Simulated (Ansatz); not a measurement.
## Worked example: the enthalpy of C2HBrClF3 → C2ClF3 + HBr

Species: C2HBrClF3 (1-bromo-2-chloro-1,1,2-trifluoroethane) `FC(Cl)C(F)(F)Br`, singlet; C2ClF3 (chlorotrifluoroethylene) `FC(F)=C(F)Cl`, singlet; HBr (hydrogen bromide), singlet. 

Shapes, held fixed at every level: PBE0-D4/def2-TZVP. Flexible molecules stand in one conformer, not always the lowest. Programs: Ansatz 0.2.0. The zero-point and thermal terms to 298 K, harmonic and unscaled (PBE0-D4/def2-TZVP), stand in the table.

At CCSD(T)/def2-TZVPP; 1 Eh = 2625.50 kJ/mol:

```
  species   energy (Eh)  H(298 K) − E (kJ/mol)  tabulated ΔfH (kJ/mol)
C2HBrClF3  -3408.315117                  109.3                  -644.8
   C2ClF3   -834.959179                   70.5                  -505.5
      HBr  -2573.308574                   24.6                   -35.9
```

Work out the reaction enthalpy at 298 K from the calculation and from the table of heats.


1. Electronic: (-834.959179) + (-2573.308574) − [(-3408.315117)] = 0.047364 Eh = +124.4 kJ/mol.
2. Zero-point and thermal: (70.5) + (24.6) − [(109.3)] = -14.2 kJ/mol.
3. Computed ΔH = +110.2 kJ/mol.
4. From the heats of formation (Active Thermochemical Tables, CRC Handbook of Chemistry and Physics): (-505.5) + (-35.9) − [(-644.8)] = +103.4 kJ/mol.
5. Computed less tabulated: +6.8 kJ/mol. Tabulated heats carry uncertainties of their own.

Relativity is left out for Br unless named. Correlated rows may include outer-core shells of Br, which these sets cover unevenly.
